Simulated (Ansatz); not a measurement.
The cluster HfSe₂⁺, relaxed as a quartet with UKS PBE0-D4/def2-TZVP in Ansatz, starting from the PBE0-D4/def2-TZVP geometry of the charge +1 doublet. Force threshold 0.02 eV/Å.

In the def2 sets Hf takes a core potential; there is no spin–orbit coupling. The relaxation made no stability test and no search for a lower SCF solution. At PBE0-D4/def2-TZVP a doublet of charge 1 lies 1.38 eV below the quartet, each at its own geometry. The structure comes from a short search, and lower isomers may exist.

Start:

```xyz
3

Hf   -0.650    0.497    0.743
Se    1.631    0.594    0.209
Se   -0.980   -1.091   -0.951
```

```
step   energy (eV)  largest force component (eV/Å)  SCF passes
   1  -131982.0956                           2.582          75
   2  -131982.3472                           1.070          43
   3  -131982.4511                           0.206          39
   4  -131982.4602                           0.175          37
   5  -131982.4658                           0.050          37
   6  -131982.4661                           0.011          38
```

Force components are those of the run's own axes.

End:

Cartesian coordinates in Å:
```
Hf -0.758 0.583 0.870
Se 1.544 0.459 0.082
Se -0.786 -1.042 -0.952
```

By distances, no bond broke or formed. The bond that changes most is Hf1–Se3, from 2.35 to 2.44 Å (atoms count from 1).

No frequencies were taken in this run, so the end may be a saddle point.

Hardware: 4 threads of Arm Neoverse V2 on a shared host. Wall time 28 s.
